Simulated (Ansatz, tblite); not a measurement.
Removing and adding an electron: CdI2. The state is a singlet with charge 0. Geometry: PBE0-D4/def2-TZVP. Ansatz, gas phase; energy differences of separate SCF runs; the oxidised species was run as a doublet alone; the reduced species was run as a doublet alone.

```xyz
3

Cd   -0.0035    0.0026    0.0017
I     0.5835    1.8928   -1.6654
I    -0.5800   -1.8954    1.6637
```

In the def2 sets Cd, I take a core potential; there is no spin–orbit coupling. The xTB rows come from tblite. HOMO above LUMO, or a gap near zero within one spin, warns that the state may not be the lowest or that an electron is smeared out.

Q: Estimate orbital energies and vertical ionisation energies and electron affinities at: GFN1-xTB; GFN2-xTB; PBE-D4/def2-TZVP; PBE-D4/def2-TZVPD; r2SCAN-D4/def2-TZVP; r2SCAN-D4/def2-TZVPD; PBE0-D4/def2-TZVP; PBE0-D4/def2-TZVPD.

A: 
```
               level  −HOMO (eV)  vertical IE (eV)  −LUMO (eV)  vertical EA (eV)  HOMO–LUMO gap (eV)  IE − EA (eV)                                     remarks
            GFN1-xTB       10.57             13.74        6.04              3.74                4.53         10.00                                           –
            GFN2-xTB       11.78             14.76        6.61              3.17                5.17         11.59                                           –
    PBE-D4/def2-TZVP        6.61              9.13        3.15                 –                3.46             –  gap within one spin near zero (+1 doublet)
   PBE-D4/def2-TZVPD        6.63                 –        3.17              0.93                3.46             –                HOMO above zero (-1 doublet)
 r2SCAN-D4/def2-TZVP        6.90              9.32        2.97                 –                3.93             –                                           –
r2SCAN-D4/def2-TZVPD        6.91                 –        2.98              0.87                3.93             –                HOMO above zero (-1 doublet)
   PBE0-D4/def2-TZVP        7.72              9.50        2.37                 –                5.35             –                                           –
  PBE0-D4/def2-TZVPD        7.73                 –        2.39              0.83                5.34             –                HOMO above zero (-1 doublet)
```

   A HOMO above zero means that the electron is unbound at that level or that self-interaction error raises the level; the energy of removing that electron tells which. Raw xTB energy differences between charge states are shifted by several eV; the methods need an empirical correction for them.
